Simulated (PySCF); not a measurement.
# Working out the ionisation energy of Ge⁺

Ge⁺ [Ar] 3d10 4s2 4p1 (2P) → Ge²⁺ [Ar] 3d10 4s2 (1S). Computed with PySCF 2.14 in x2c-SVPall (5s4p3d, 32 functions), with the spin-free X2C one-electron Hamiltonian (Gaussian nucleus). Frozen: [Ar] 3d10. Energies in hartree (1 hartree = 27.21139 eV):

| part | Ge⁺ (lower) | Ge²⁺ (upper) |
| --- | --- | --- |
| UHF | -2096.413261 | -2095.853375 |
| CCSD correlation | -0.046882 | -0.038385 |
| (T) | -0.000486 | 0.000000 |

What does Hartree-Fock give?

(-2095.853375) − (-2096.413261) = 0.559886 hartree = 15.235 eV.

What do CCSD and CCSD(T) give?

The CCSD correlation energies differ by 0.008497 hartree = 0.231 eV and the triples by 0.000486 hartree = 0.013 eV, so CCSD gives 15.466 eV and CCSD(T) 15.479 eV.

Measured between the centres of the two terms (NIST): 15.789 eV, so CCSD(T) (valence) is off by -0.310 eV.

A double-zeta basis recovers only part of the correlation energy.

What remains against the reference includes basis incompleteness, the frozen core and higher excitations.
